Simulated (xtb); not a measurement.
H$_{3}$Al (SMILES [AlH3]), singlet, geometry from GFN2-xTB (such geometries of metal compounds can be far from the true shape); xtb 6.7.1 with GFN1-xTB.

The xtb input:
```
$ xtb mol.xyz --gfn 1 --json

# file mol.xyz
4

Al    -0.00000000    -0.00000000    -0.00000000
H      0.64279377    -0.45514932     1.33855567
H     -0.27575805     1.50677855    -0.25622634
H     -0.36703572    -1.05162922    -1.08232933
```

Output, abridged:

```
   ID    Z sym.   atoms
    1   13 Al     1
    2    1 H      2-4

           -------------------------------------------------
          |                Calculation Setup                |
           -------------------------------------------------

           -------------------------------------------------
          |                 G F N 1 - x T B                 |
           -------------------------------------------------

          ...................................................
          :                      SETUP                      :
          :.................................................:
          :  # basis functions                  16          :
          :  # atomic orbitals                  15          :
          :  # shells                            9          :
          :  # electrons                         6          :
          :  # halogen bonds                     0          :
          :  max. iterations                   250          :
          :  Hamiltonian                  GFN1-xTB          :
          :  restarted?                      false          :
          :  GBSA solvation                  false          :
          :  PC potential                    false          :
          :  electronic temp.          300.0000000     K    :
          :  accuracy                    1.0000000          :
          :  -> integral cutoff          0.2500000E+02      :
          :  -> integral neglect         0.1000000E-07      :
          :  -> SCF convergence          0.1000000E-05 Eh   :
          :  -> wf. convergence          0.2000000E-04 e    :
          :  Broyden damping             0.4000000          :
          :  net charge                          0          :
          :  unpaired electrons                  0          :
          ...................................................

 iter      E             dE          RMSdq      gap      omega  full diag
   1     -2.8848032 -0.288480E+01  0.428E+00    7.25       0.0  T
   2     -2.8922565 -0.745335E-02  0.212E+00    7.06       1.0  T
   3     -2.8933791 -0.112257E-02  0.529E-01    6.86       1.0  T
   4     -2.8930619  0.317155E-03  0.605E-01    7.01       1.0  T
   5     -2.8936887 -0.626758E-03  0.157E-02    6.92       3.2  T
   6     -2.8936891 -0.440615E-06  0.140E-03    6.92      35.7  T
   7     -2.8936891 -0.153517E-08  0.868E-04    6.92      57.6  T
   8     -2.8936891 -0.136560E-08  0.635E-06    6.92    7869.4  T
   9     -2.8936891 -0.741629E-13  0.151E-09    6.92  100000.0  T

   *** convergence criteria satisfied after 9 iterations ***

         :::::::::::::::::::::::::::::::::::::::::::::::::::::
         ::                     SUMMARY                     ::
         :::::::::::::::::::::::::::::::::::::::::::::::::::::
         :: total energy              -2.880292710570 Eh    ::
         :: gradient norm              0.006482709391 Eh/a0 ::
         :: HOMO-LUMO gap              6.920016230349 eV    ::
         ::.................................................::
         :: SCC energy                -2.893689132166 Eh    ::
         :: -> electrostatic           0.006296476858 Eh    ::
         :: repulsion energy           0.013805915345 Eh    ::
         :: dispersion energy         -0.000409493749 Eh    ::
         :: halogen bond corr.         0.000000000000 Eh    ::
         :: add. restraining           0.000000000000 Eh    ::
         :: total charge               0.000000000000 e     ::
         :::::::::::::::::::::::::::::::::::::::::::::::::::::

           -------------------------------------------------
          |                Property Printout                |
           -------------------------------------------------

    * Orbital Energies and Occupations

         #    Occupation            Energy/Eh            Energy/eV
      -------------------------------------------------------------
         1        2.0000           -0.5316237             -14.4662
         2        2.0000           -0.4517824             -12.2936
         3        2.0000           -0.4517824             -12.2936 (HOMO)
         4                         -0.1974765              -5.3736 (LUMO)
         5                         -0.1434801              -3.9043
         6                         -0.0906549              -2.4668
         7                         -0.0906549              -2.4668
         8                         -0.0809293              -2.2022
         9                         -0.0809293              -2.2022
        10                         -0.0513717              -1.3979
        11                         -0.0513717              -1.3979
        12                         -0.0362619              -0.9867
        13                          0.1973389               5.3699
        14                          1.0361151              28.1941
        15                          1.0361151              28.1941
      -------------------------------------------------------------
                  HL-Gap            0.2543059 Eh            6.9200 eV
             Fermi-level           -0.3246294 Eh           -8.8336 eV

  Mulliken/CM5 charges         n(s)   n(p)   n(d)
     1Al    0.39970  0.16106   1.324  1.182  0.094
     2H    -0.13323 -0.05369   1.133  0.000  0.000
     3H    -0.13323 -0.05369   1.133  0.000  0.000
     4H    -0.13323 -0.05369   1.133  0.000  0.000

Wiberg/Mayer (AO) data.
largest (>0.10) Wiberg bond orders for each atom

 ---------------------------------------------------------------------------
     #   Z sym  total        # sym  WBO       # sym  WBO       # sym  WBO
 ---------------------------------------------------------------------------
     1  13 Al   2.631 --     4 H    0.877     2 H    0.877     3 H    0.877
     2   1 H    0.981 --     1 Al   0.877
     3   1 H    0.981 --     1 Al   0.877
     4   1 H    0.981 --     1 Al   0.877
 ---------------------------------------------------------------------------

Topologies differ in total number of bonds
Writing topology from bond orders to xtbtopo.mol

 dipole moment from electron density (au)
     X       Y       Z
   0.0000  -0.0000   0.0000  total (Debye):    0.000

           -------------------------------------------------
          | TOTAL ENERGY               -2.880292710570 Eh   |
          | GRADIENT NORM               0.006482709391 Eh/α |
          | HOMO-LUMO GAP               6.920016230349 eV   |
           -------------------------------------------------

normal termination of xtb
```
